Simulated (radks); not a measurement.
Task: These are the eigenvalues of the occupied orbitals of an atom or ion with whole-number occupations (hartree). Calculated with a radial shooting solver on a logarithmic mesh with Libxc functionals: Dirac Kohn-Sham, PBE, spin-unpolarised, spherical densities, point nucleus.

orbital  eigenvalue
1s1/2     -1311.379
2s1/2     -305.8937
2p1/2     -299.4116
2p3/2     -288.0166

Which element is it, and in what charge state? The configuration may be excited. Open shells, if any, are shared by 2j + 1.

Result: Z = 52, tellurium, charge +46: Te46+ in [He] 2s2 2p2. The list shows which subshells hold electrons but not how many an open one holds; the 1s level, -1311.4 hartree, gives Z - s = 51.2 by -(Z - s)^2/2, which with screening and relativity narrows Z to a few neighbours, and the depths of the outer levels then fix element, charge and occupations together.
